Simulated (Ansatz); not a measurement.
# Nudged elastic band run: H11N3SSi2

Input:

```yaml
crystal:
  periodic: [false, false, false]
  atoms:
    - { symbol: Si, position_ang: [-0.085963, 0.229792, 0.110121] }
    - { symbol: Si, position_ang: [-0.270244, 0.477659, 2.462473] }
    - { symbol: H, position_ang: [-1.659738, 0.145171, 2.935112] }
    - { symbol: H, position_ang: [0.671069, -0.39894, 3.237287] }
    - { symbol: H, position_ang: [-0.000734, 1.895487, 2.871698] }
    - { symbol: "N", position_ang: [1.606149, 0.339225, -0.290955] }
    - { symbol: H, position_ang: [2.250457, -0.307456, 0.171353] }
    - { symbol: H, position_ang: [1.848475, 0.429099, -1.281371] }
    - { symbol: "N", position_ang: [-0.817224, 1.455645, -0.912234] }
    - { symbol: H, position_ang: [-1.837795, 1.495137, -0.958757] }
    - { symbol: H, position_ang: [-0.436679, 2.404807, -0.865291] }
    - { symbol: "N", position_ang: [-0.85209, -1.335376, -0.235312] }
    - { symbol: H, position_ang: [-1.670671, -1.599054, 0.321925] }
    - { symbol: H, position_ang: [-1.035032, -1.553088, -1.221989] }
    - { symbol: S, position_ang: [1.743863, -3.636856, 0.330782] }
    - { symbol: H, position_ang: [0.650887, -2.808134, 0.15281] }
    - { symbol: H, position_ang: [1.42227, -3.900418, 1.629051] }
basis:
  gaussian: { orbitals: "6-31G*" }
hamiltonian:
  xc: blyp
neb:
  order_check: false
  images: 5
  f_tol: 0.03
  max_iterations: 60
  initial_path: linear
  final_atoms:
    - { symbol: Si, position_ang: [0.47050314, -0.65144877, -0.93507978] }
    - { symbol: Si, position_ang: [-0.48117056, 0.20386411, 4.0821412] }
    - { symbol: H, position_ang: [-1.41321762, 1.00374253, 3.22484746] }
    - { symbol: H, position_ang: [-0.87469978, 0.37782124, 5.5149016] }
    - { symbol: H, position_ang: [0.91674918, 0.6886887, 3.88279424] }
    - { symbol: "N", position_ang: [1.61885909, 0.25461573, -1.88415679] }
    - { symbol: H, position_ang: [2.33050079, -0.24636776, -2.41806992] }
    - { symbol: H, position_ang: [1.27973645, 1.06904829, -2.40052085] }
    - { symbol: "N", position_ang: [-0.37548863, 0.58095244, -0.04538328] }
    - { symbol: H, position_ang: [-1.15775692, 0.30028785, 0.54853194] }
    - { symbol: H, position_ang: [0.17720624, 1.31050533, 0.40831073] }
    - { symbol: "N", position_ang: [-0.83167132, -1.63554534, -1.56929646] }
    - { symbol: H, position_ang: [-0.58231143, -2.4912971, -2.06983827] }
    - { symbol: H, position_ang: [-1.58441467, -1.14546287, -2.06082796] }
    - { symbol: S, position_ang: [1.80393855, -2.09733866, 0.04432115] }
    - { symbol: H, position_ang: [0.81225967, -2.95042631, 0.42612748] }
    - { symbol: H, position_ang: [-0.58202216, -1.23893941, 3.7079005] }
```

Launched with:

```bash
$ ansatz run input.yaml --threads 4 --pin off --max-ram 5120MiB --backend cpu --events-out ev --progress --plain --runs-dir out
```

Output, in part (warnings, iteration lines, the closing report on the highest movable image, with atoms numbered from 0):

```
NEB end point (image 0): max|allowed force component| = 2.438e-2 eV/Å (the criterion of neb.relax_end_points is 1.000e-2)
NEB end point (image 6): max|allowed force component| = 2.375e-2 eV/Å (the criterion of neb.relax_end_points is 1.000e-2)
NEB iter   1: max|band force component| = 6.663e1 eV/Å  barrier→ = 24.6950 eV  barrier← = 25.4051 eV  Δτ_max = 0.2000 Å  (319 SCF iters)
NEB iter   2: max|band force component| = 1.369e1 eV/Å  barrier→ = 9.1286 eV  barrier← = 9.8387 eV  Δτ_max = 0.2000 Å  (214 SCF iters)
NEB iter   3: max|band force component| = 8.458e0 eV/Å  barrier→ = 5.7612 eV  barrier← = 6.4714 eV  Δτ_max = 0.2000 Å  (174 SCF iters)
NEB iter   4: max|band force component| = 3.287e0 eV/Å  barrier→ = 3.7346 eV  barrier← = 4.4447 eV  Δτ_max = 0.2000 Å  (157 SCF iters)
NEB iter   5: max|band force component| = 2.643e0 eV/Å  barrier→ = 2.5015 eV  barrier← = 3.2116 eV  Δτ_max = 0.2000 Å  (153 SCF iters)
NEB iter   6: max|band force component| = 1.431e0 eV/Å  barrier→ = 1.6961 eV  barrier← = 2.4062 eV  Δτ_max = 0.2000 Å  (154 SCF iters)
NEB iter   7: max|band force component| = 1.334e0 eV/Å  barrier→ = 1.3494 eV  barrier← = 2.0595 eV  Δτ_max = 0.2000 Å  (150 SCF iters)
NEB iter   8: max|band force component| = 8.456e-1 eV/Å  barrier→ = 1.0102 eV  barrier← = 1.7203 eV  Δτ_max = 0.2000 Å  (146 SCF iters)
NEB iter   9: max|band force component| = 5.245e-1 eV/Å  barrier→ = 0.9906 eV  barrier← = 1.7007 eV  Δτ_max = 0.2000 Å  (144 SCF iters)
NEB iter  10: max|band force component| = 5.410e-1 eV/Å  barrier→ = 0.8457 eV  barrier← = 1.5559 eV  CI = image 3  Δτ_max = 0.2000 Å  (146 SCF iters)
NEB iter  11: max|band force component| = 1.149e0 eV/Å  barrier→ = 0.9847 eV  barrier← = 1.6948 eV  CI = image 3  Δτ_max = 0.1005 Å  (152 SCF iters)
NEB iter  12: max|band force component| = 1.257e0 eV/Å  barrier→ = 1.0738 eV  barrier← = 1.7840 eV  CI = image 3  Δτ_max = 0.1988 Å  (148 SCF iters)
NEB iter  13: max|band force component| = 1.694e0 eV/Å  barrier→ = 1.1647 eV  barrier← = 1.8748 eV  CI = image 3  Δτ_max = 0.2000 Å  (147 SCF iters)
NEB iter  14: max|band force component| = 1.672e0 eV/Å  barrier→ = 1.4659 eV  barrier← = 2.1761 eV  CI = image 3  Δτ_max = 0.2000 Å  (150 SCF iters)
NEB iter  15: max|band force component| = 1.380e0 eV/Å  barrier→ = 1.8600 eV  barrier← = 2.5701 eV  CI = image 3  Δτ_max = 0.2000 Å  (154 SCF iters)
NEB iter  16: max|band force component| = 1.005e0 eV/Å  barrier→ = 2.1892 eV  barrier← = 2.8994 eV  CI = image 3  Δτ_max = 0.2000 Å  (154 SCF iters)
NEB iter  17: max|band force component| = 5.308e-1 eV/Å  barrier→ = 2.2029 eV  barrier← = 2.9130 eV  CI = image 3  Δτ_max = 0.2000 Å  (154 SCF iters)
NEB iter  18: max|band force component| = 4.581e-1 eV/Å  barrier→ = 2.0719 eV  barrier← = 2.7820 eV  CI = image 3  Δτ_max = 0.0999 Å  (150 SCF iters)
NEB iter  19: max|band force component| = 4.063e-1 eV/Å  barrier→ = 2.0293 eV  barrier← = 2.7394 eV  CI = image 3  Δτ_max = 0.1972 Å  (148 SCF iters)
NEB iter  20: max|band force component| = 4.057e-1 eV/Å  barrier→ = 1.9556 eV  barrier← = 2.6658 eV  CI = image 3  Δτ_max = 0.1994 Å  (149 SCF iters)
NEB iter  21: max|band force component| = 1.842e-1 eV/Å  barrier→ = 1.9025 eV  barrier← = 2.6126 eV  CI = image 3  Δτ_max = 0.1979 Å  (150 SCF iters)
NEB iter  22: max|band force component| = 2.638e-1 eV/Å  barrier→ = 1.8735 eV  barrier← = 2.5836 eV  CI = image 3  Δτ_max = 0.1993 Å  (150 SCF iters)
NEB iter  23: max|band force component| = 1.945e-1 eV/Å  barrier→ = 1.8492 eV  barrier← = 2.5593 eV  CI = image 3  Δτ_max = 0.1984 Å  (145 SCF iters)
NEB iter  24: max|band force component| = 2.181e-1 eV/Å  barrier→ = 1.8390 eV  barrier← = 2.5491 eV  CI = image 3  Δτ_max = 0.0993 Å  (147 SCF iters)
NEB iter  25: max|band force component| = 1.597e-1 eV/Å  barrier→ = 1.8317 eV  barrier← = 2.5418 eV  CI = image 3  Δτ_max = 0.1005 Å  (151 SCF iters)
NEB iter  26: max|band force component| = 1.248e-1 eV/Å  barrier→ = 1.8244 eV  barrier← = 2.5345 eV  CI = image 3  Δτ_max = 0.1002 Å  (151 SCF iters)
NEB iter  27: max|band force component| = 1.795e-1 eV/Å  barrier→ = 1.8195 eV  barrier← = 2.5297 eV  CI = image 3  Δτ_max = 0.0499 Å  (151 SCF iters)
NEB iter  28: max|band force component| = 1.935e-1 eV/Å  barrier→ = 1.8156 eV  barrier← = 2.5257 eV  CI = image 3  Δτ_max = 0.0499 Å  (153 SCF iters)
NEB iter  29: max|band force component| = 1.595e-1 eV/Å  barrier→ = 1.8101 eV  barrier← = 2.5202 eV  CI = image 3  Δτ_max = 0.0499 Å  (151 SCF iters)
NEB iter  30: max|band force component| = 1.586e-1 eV/Å  barrier→ = 1.8037 eV  barrier← = 2.5139 eV  CI = image 3  Δτ_max = 0.0502 Å  (152 SCF iters)
NEB iter  31: max|band force component| = 1.820e-1 eV/Å  barrier→ = 1.7968 eV  barrier← = 2.5069 eV  CI = image 3  Δτ_max = 0.0250 Å  (152 SCF iters)
NEB iter  32: max|band force component| = 1.405e-1 eV/Å  barrier→ = 1.7930 eV  barrier← = 2.5031 eV  CI = image 3  Δτ_max = 0.0251 Å  (155 SCF iters)
NEB iter  33: max|band force component| = 1.405e-1 eV/Å  barrier→ = 1.7896 eV  barrier← = 2.4997 eV  CI = image 3  Δτ_max = 0.0251 Å  (153 SCF iters)
NEB iter  34: max|band force component| = 1.091e-1 eV/Å  barrier→ = 1.7863 eV  barrier← = 2.4965 eV  CI = image 3  Δτ_max = 0.0491 Å  (147 SCF iters)
NEB iter  35: max|band force component| = 7.694e-2 eV/Å  barrier→ = 1.7842 eV  barrier← = 2.4944 eV  CI = image 3  Δτ_max = 0.0187 Å  (140 SCF iters)
NEB iter  36: max|band force component| = 2.355e-2 eV/Å  barrier→ = 1.7830 eV  barrier← = 2.4931 eV  CI = image 3  Δτ_max = 0.0000 Å  (285 SCF iters)
Total energy: -31235.93670682 eV, -1147.8995014973 hartree
Atom 0 at     0.100445    -0.329520    -0.117586 Å, force    -0.002136     0.010654    -0.008929 eV/Å
Atom 1 at    -0.048460     0.057378     2.532483 Å, force    -0.001543     0.011586    -0.000530 eV/Å
Atom 2 at    -1.539668     0.119685     2.654769 Å, force    -0.000806     0.001056    -0.007271 eV/Å
Atom 3 at     0.474001    -0.732502     3.693962 Å, force     0.004924    -0.002204    -0.005351 eV/Å
Atom 4 at     0.539433     1.431843     2.592922 Å, force     0.001113     0.000978     0.005308 eV/Å
Atom 5 at     1.621655     0.206554    -0.742182 Å, force    -0.018358    -0.018614    -0.007326 eV/Å
Atom 6 at     2.348646    -0.476795    -0.951826 Å, force     0.001002     0.006567     0.002867 eV/Å
Atom 7 at     1.594390     0.968825    -1.422931 Å, force     0.004217     0.001170     0.009619 eV/Å
Atom 8 at    -0.863986     1.138571    -0.232898 Å, force     0.012649    -0.003816     0.003907 eV/Å
Atom 9 at    -1.835434     1.118913     0.083328 Å, force    -0.000848    -0.002770     0.001335 eV/Å
Atom 10 at    -0.435183     2.030756     0.021060 Å, force    -0.003133     0.001706     0.002990 eV/Å
Atom 11 at    -1.036297    -1.530368    -0.636989 Å, force    -0.005465    -0.021422    -0.024023 eV/Å
Atom 12 at    -0.677740    -2.460117    -0.855559 Å, force     0.001960    -0.001349     0.007212 eV/Å
Atom 13 at    -1.733082    -1.219467    -1.319604 Å, force    -0.009042     0.017337     0.004526 eV/Å
Atom 14 at     1.677767    -2.539483     0.712977 Å, force     0.014082    -0.002358     0.007877 eV/Å
Atom 15 at     0.646007    -3.367264     1.047782 Å, force    -0.000191     0.001807    -0.002842 eV/Å
Atom 16 at     0.694508    -1.084310     1.396995 Å, force     0.001573    -0.000329     0.010632 eV/Å
Dipole moment:    -0.594540     0.616796    -0.407374 e Å
```

The run converged. Neighbouring images differ by up to 1.9 eV, so the band resolves the path poorly. Another band between the same ends (5 images) ends at a top of the same energy, where a vibrational analysis finds 1 clearly imaginary mode. The orbitals stay closed-shell, which can raise the energy where a bond breaks towards radicals; this wasn't checked here.

Final band (atoms are numbered from 1 in the order of the input):

```csv
image,path coordinate (Å),energy (eV),Si1–Si2 (Å),S15–H17 (Å),Si1–S15 (Å)
0,0.00,0.00,2.37,1.36,4.28
1,1.97,0.07,2.37,1.36,4.20
2,3.94,0.33,2.38,1.37,3.87
3,5.91,1.78,2.68,1.88,2.84
4,8.10,-0.15,3.75,2.50,2.25
5,10.28,-0.69,4.67,3.28,2.20
6,12.46,-0.71,5.18,4.46,2.20
```

Time of the run: 5.9 min on 4 threads of Arm Neoverse V1, with other jobs on the host, peak memory 0.21 GiB.
